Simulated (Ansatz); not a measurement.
FGaGeH$_{5}$N, SMILES `[NH2][Ga]([F])[GeH3]` at its PBE0-D4/def2-TZVP geometry, where that method's forces vanish. The species carries charge 0 and has multiplicity 1.

| atom | x (Å) | y (Å) | z (Å) |
| --- | --- | --- | --- |
| N1 | 1.0569 | 1.6153 | 0.8366 |
| Ga2 | -0.1641 | 0.7510 | -0.1731 |
| F3 | -1.1641 | 1.8886 | -1.0800 |
| Ge4 | -0.5776 | -1.6170 | -0.4251 |
| H5 | 1.7285 | 1.1623 | 1.4311 |
| H6 | 1.1334 | 2.6184 | 0.8573 |
| H7 | -2.0119 | -1.9529 | 0.0095 |
| H8 | -0.4007 | -2.0326 | -1.8930 |
| H9 | 0.3995 | -2.4331 | 0.4367 |

(1) For each bond, give half the difference of the two atoms' forces along it (eV/Å; positive pushes the atoms apart) under PBE-D4, r2SCAN-D4, B3LYP-D4, ωB97M-V in def2-TZVPP. (An estimate is asked.)

Answers

(1) Computed: 
```json
{"bond": "N1–Ga2", "length (Å)": "1.805", "PBE-D4": "0.06", "r2SCAN-D4": "0.01", "B3LYP-D4": "0.14", "ωB97M-V": "0.04"}
{"bond": "N1–H5", "length (Å)": "1.005", "PBE-D4": "0.18", "r2SCAN-D4": "0.04", "B3LYP-D4": "-0.04", "ωB97M-V": "-0.02"}
{"bond": "N1–H6", "length (Å)": "1.006", "PBE-D4": "0.19", "r2SCAN-D4": "0.03", "B3LYP-D4": "-0.04", "ωB97M-V": "-0.02"}
{"bond": "Ga2–F3", "length (Å)": "1.765", "PBE-D4": "0.44", "r2SCAN-D4": "0.01", "B3LYP-D4": "0.22", "ωB97M-V": "0.10"}
{"bond": "Ga2–Ge4", "length (Å)": "2.417", "PBE-D4": "-0.26", "r2SCAN-D4": "-0.09", "B3LYP-D4": "-0.06", "ωB97M-V": "-0.06"}
{"bond": "Ge4–H7", "length (Å)": "1.536", "PBE-D4": "0.09", "r2SCAN-D4": "-0.03", "B3LYP-D4": "-0.01", "ωB97M-V": "-0.07"}
{"bond": "Ge4–H8", "length (Å)": "1.536", "PBE-D4": "0.09", "r2SCAN-D4": "-0.03", "B3LYP-D4": "-0.01", "ωB97M-V": "-0.07"}
{"bond": "Ge4–H9", "length (Å)": "1.537", "PBE-D4": "0.09", "r2SCAN-D4": "-0.03", "B3LYP-D4": "-0.01", "ωB97M-V": "-0.06"}
```

B3LYP here is the variant with VWN-RPA as its local correlation; programs differ in this.
